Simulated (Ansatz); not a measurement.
Cost and result for the atomization energy of CH7NSeSi (`NC([SiH3])[SeH]`) (11 atoms, 10 bonds).

Cartesian coordinates in Å:
```
N -1.2124 0.2701 -1.1843
C 0.0241 -0.2630 -0.6396
Si 0.1340 -0.2247 1.2466
Se 1.4773 0.8110 -1.4459
H -1.4760 1.1389 -0.7350
H -1.9712 -0.3915 -1.0813
H 0.1457 -1.2799 -1.0171
H 1.4567 -0.6861 1.7478
H -0.9330 -1.1024 1.8075
H -0.1120 1.1726 1.6895
H 2.4668 0.5549 -0.3882
```

The species carries charge 0 and has multiplicity 1. Correlated methods include outer-core shells of Se, which these sets cover unevenly. Scalar relativity is left out up to krypton. All single points use the PBE0-D4/def2-TZVP geometry. It is one conformer, not always the lowest. Program: Ansatz. All runs use 4 threads of an Arm Neoverse V1 on a shared host. Times are those of one run each, without the atoms' runs, and a repeat can differ threefold. Electronic energies, without spin–orbit coupling; frozen cores. CCSD(T)/CBS adds CCSD(T) − MP2 in def2-TZVPP to the MP2 limit, and its time is that of the two runs behind it. T1 = 0.010. With those shells the extrapolation isn't a true limit. B3LYP takes the VWN-RPA correlation (the form of Gaussian; ORCA's B3LYP/G).

CCSD(T)/CBS is a level of theory with its own doubt, some kJ/mol a heavy atom from the limit and from the frozen cores, so smaller differences don't rank the functionals.

```csv
level,functions,wall time,atomization (kJ/mol),difference from CCSD(T)/CBS,per bond
PBE-D4/def2-TZVPP (with forces),250,3 s,3515.2,35.7,3.6
PBE0-D4/def2-TZVPP,250,3.6 s,3459.4,-20.1,-2.0
B3LYP-D4/def2-TZVPP (with forces),250,5.5 s,3477.8,-1.7,-0.2
r2SCAN-D4/def2-TZVPP (with forces),250,6 s,3461.6,-17.9,-1.8
B2PLYP/def2-TZVPP,250,6 s,3422.0,-57.5,-5.8
ωB97X-V/def2-TZVPP,250,9.5 s,3491.2,11.7,1.2
ωB97M-V/def2-TZVPP (with forces),250,13 s,3474.4,-5.1,-0.5
MP2/def2-QZVPP,483,25 s,3446.7,-32.8,-3.3
CCSD(T)/def2-TZVPP,250,3 min,3375.8,-103.7,-10.4
CCSD(T)/CBS(def2),–,3.4 min,3479.5,0.0,0.0
```

From PBE to PBE0 (25 % exact exchange), in def2-TZVPP and without D4, the atomization energy moves by −51.9 kJ/mol: exact exchange takes away binding that semilocal exchange gives to molecules. The D4 term adds +41.6 kJ/mol with B3LYP and +21.6 kJ/mol with PBE0; it sums over pairs of atoms, weighted by their polarisabilities, and B3LYP, whose exchange is more repulsive, gets the larger term. In def2-TZVPP, CCSD(T) changes the Hartree–Fock value by +954.8 kJ/mol (the triples alone add +51.6 kJ/mol) and MP2 by +964.5 kJ/mol; breaking electron pairs costs correlation energy, which Hartree–Fock lacks.
